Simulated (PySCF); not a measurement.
**Krypton: a sound run and one with changed settings**

Sound run: Kr⁺ [Ar] 3d10 4s2 4p5, Kr²⁺ [Ar] 3d10 4s2 4p4. Computed with PySCF 2.14 in cc-pVTZ-DK, with the spin-free X2C one-electron Hamiltonian (Gaussian nucleus). In the sound run the correlated levels freeze [Ar] 3d10. The sound run starts from symmetry-adapted Hartree-Fock orbitals and uses a fine grid where one is needed.

Changed run: basis STO-3G, all-electron and non-relativistic. This setting is unsound on purpose.

```json
{"species": "Kr⁺", "method": "UHF", "sound run (hartree)": "-2787.69343", "changed run (hartree)": "-2722.30230", "converged": "yes"}
{"species": "Kr⁺", "method": "BP86", "sound run (hartree)": "-2789.85491", "changed run (hartree)": "-2723.80993", "converged": "yes"}
{"species": "Kr⁺", "method": "M06-2X", "sound run (hartree)": "-2789.65749", "changed run (hartree)": "-2723.65187", "converged": "yes"}
{"species": "Kr⁺", "method": "MP2", "sound run (hartree)": "-2787.83065", "changed run (hartree)": "-2722.30230", "converged": "yes"}
{"species": "Kr²⁺", "method": "UHF", "sound run (hartree)": "-2786.83979", "changed run (hartree)": "-2721.45462", "converged": "yes"}
{"species": "Kr²⁺", "method": "BP86", "sound run (hartree)": "-2788.95634", "changed run (hartree)": "-2722.91453", "converged": "yes"}
{"species": "Kr²⁺", "method": "M06-2X", "sound run (hartree)": "-2788.76974", "changed run (hartree)": "-2722.75910", "converged": "yes"}
{"species": "Kr²⁺", "method": "MP2", "sound run (hartree)": "-2786.94707", "changed run (hartree)": "-2721.45462", "converged": "yes"}
```

Ionisation energy of Kr⁺:

```csv
method,sound run (eV),changed run (eV)
UHF,23.229,23.067
BP86,24.451,24.365
M06-2X,24.157,24.293
MP2,24.043,23.067
SCS-MP2,24.039,23.067
```

A minimal basis cannot let orbitals breathe on ionisation and holds almost no correlation. The Hamiltonian changed with the basis, so the totals do not compare.

For comparison, NIST gives 24.360 eV between the lowest levels.
